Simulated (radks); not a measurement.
Dipole-allowed excitations along the series with 3 electrons in [He] 2s1. Method: non-relativistic Kohn-Sham, PBE, spin-polarised, spherical densities, point nucleus; open shells are filled with parallel spins first; computed with a radial shooting solver on a logarithmic mesh with Libxc functionals. Time-dependent linear response with the Hartree and adiabatic LDA kernel, continuum included through the Sternheimer equations. Lines are the poles of the dipole polarisability below minus the highest occupied eigenvalue, found on a grid refined at the orbital gaps; the lowest seven at most are given, and weak or close lines can be missed. The first line takes the name of the lowest orbital gap if no other gap lies below it; otherwise a line is named after a gap within 0.6 % of it, if that gap stands alone.

species,-e(HOMO) (eV),lowest orbital gap (eV),first line (eV),f,strongest line (eV),its f,static alpha (bohr^3)
Sc18+,1250.2,2s-2p 38.090,40.818 (2s-2p),0.0670,724.59 (2s-3p),0.371,0.03056
Ti19+,1384.1,2s-2p 40.073,42.935 (2s-2p),0.0637,800.56 (2s-3p),0.374,0.02624
V20+,1524.8,2s-2p 42.057,45.053 (2s-2p),0.0608,880.32 (2s-3p),0.377,0.02270
Cr21+,1672.4,2s-2p 44.039,47.174 (2s-2p),0.0581,963.85 (2s-3p),0.379,0.01977
Mn22+,1826.7,2s-2p 46.022,49.291 (2s-2p),0.0556,1051.2 (2s-3p),0.382,0.01733
Fe23+,1987.8,2s-2p 48.004,51.405 (2s-2p),0.0534,1142.3 (2s-3p),0.384,0.01527
